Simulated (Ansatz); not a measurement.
The cluster Be8⁺. The state is a doublet with charge 1. Geometry relaxed at r2SCAN/def2-SVP.

```xyz
8

Be    0.088    1.440    0.347
Be   -1.084   -0.033    1.706
Be    0.823   -0.659    1.046
Be    0.162    1.095   -1.691
Be   -0.890   -1.721    0.583
Be    0.521   -0.891   -1.067
Be   -1.443    0.122   -0.325
Be    1.821    0.646   -0.598
```

The charge 1 doublet is spin-contaminated (final ⟨S²⟩ up to 1.49, 0.75 for a pure state). The structure comes from a short search, and lower isomers may exist.

Task: Estimate the harmonic wavenumbers at UKS r2SCAN/def2-SVP (Ansatz, unscaled). Is this a minimum?

Result: 260, 269, 269, 293, 317, 327, 431, 447, 491, 506, 511, 519, 550, 566, 601, 605, 702, 702 cm⁻¹. Yes, no mode is imaginary beyond noise. Zero-point energy 50.0 kJ/mol. Run time 68 s (4 threads of Arm Neoverse V1 on a shared host).
